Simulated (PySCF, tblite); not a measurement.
Isomers of C4H9FOSi2, one GFN2-xTB conformer each. Single-point energies are computed at PBE0/pcSseg-1 (PySCF, gas phase, no added dispersion term), electronic only.

```csv
SMILES,GFN2-xTB relative energy (kcal/mol)
F[Si@H]1C=C([SiH3])OCC1,0.0
C#C[Si@@](F)(CC)[SiH2]O,9.2
C#C[C@@](F)(C[SiH3])[SiH2]O,39.5
```

Conformers: `[F:1][Si@H:2]1[CH:3]=[C:4]([SiH3:5])[O:6][CH2:7][CH2:8]1` with F1–Si2–C3–C4 113°, C3–C4–O6–C7 -16°, C4–O6–C7–C8 57°, O6–C7–C8–Si2 -62°; `[CH:1]#[C:2][Si@@:3]([F:4])([CH2:5][CH3:6])[SiH2:7][OH:8]` with C2–Si3–C5–C6 179°, C2–Si3–Si7–O8 144°, Si3–Si7–O8–H -51°; `[CH:1]#[C:2][C@@:3]([F:4])([CH2:5][SiH3:6])[SiH2:7][OH:8]` with C2–C3–C5–Si6 -68°, C2–C3–Si7–O8 168°, C3–Si7–O8–H -47°.

What does PBE0/pcSseg-1 give for the same structures?

```tsv
SMILES	PBE0/pcSseg-1 E (Eh)	PBE0/pcSseg-1 (kcal/mol)	GFN2-xTB (kcal/mol)	point group
F[Si@H]1C=C([SiH3])OCC1	-911.27004	0.0	0.0	C1
C#C[Si@@](F)(CC)[SiH2]O	-911.26835	1.1	9.2	C1
C#C[C@@](F)(C[SiH3])[SiH2]O	-911.17520	59.5	39.5	C1
```

Both levels put the same isomer lowest; measured from each level's own lowest isomer, the values differ by up to 20.0 kcal/mol (C#C[C@@](F)(C[SiH3])[SiH2]O: 39.5 against 59.5). As drawn, the lowest has an Si–F bond and a C=C bond outside aromatic rings, which the highest lacks; the highest has a C≡C bond, an O–H bond and an Si–O bond, which the lowest lacks. Neighbours under 2.5 kcal/mol apart (F[Si@H]1C=C([SiH3])OCC1 and C#C[Si@@](F)(CC)[SiH2]O) can change places with a better method, another conformer or zero-point energy.

Which frontier levels, dipoles and rotational constants go with these structures?

| SMILES | HOMO (eV, PBE0/pcSseg-1) | LUMO (eV) | dipole (D) | A, B, C (MHz) |
| --- | --- | --- | --- | --- |
| F[Si@H]1C=C([SiH3])OCC1 | -7.21 | -0.74 | 1.39 | 2742, 856.6, 715.7 |
| C#C[Si@@](F)(CC)[SiH2]O | -7.75 | -1.19 | 1.12 | 1468, 1070, 788.7 |
| C#C[C@@](F)(C[SiH3])[SiH2]O | -7.60 | -0.27 | 0.85 | 1874, 993.2, 767.6 |

What happens when harmonic zero-point energies from GFN2-xTB frequencies are added?

```json
{"SMILES": "F[Si@H]1C=C([SiH3])OCC1", "ZPE (kcal/mol)": "72.9", "electronic (kcal/mol)": "0.0", "with ZPE (kcal/mol)": "0.0"}
{"SMILES": "C#C[Si@@](F)(CC)[SiH2]O", "ZPE (kcal/mol)": "73.4", "electronic (kcal/mol)": "1.1", "with ZPE (kcal/mol)": "1.5"}
{"SMILES": "C#C[C@@](F)(C[SiH3])[SiH2]O", "ZPE (kcal/mol)": "68.1", "electronic (kcal/mol)": "59.5", "with ZPE (kcal/mol)": "54.7"}
```

The zero-point energies span 5.3 kcal/mol. The order is unchanged.

As an exercise, what shares would exp(−E/RT) give at 1000 K from these electronic energies alone (no entropy, no degeneracies)?

RT = 1.987 kcal/mol: F[Si@H]1C=C([SiH3])OCC1 63.0 %, C#C[Si@@](F)(CC)[SiH2]O 37.0 %, C#C[C@@](F)(C[SiH3])[SiH2]O under 0.1 %.
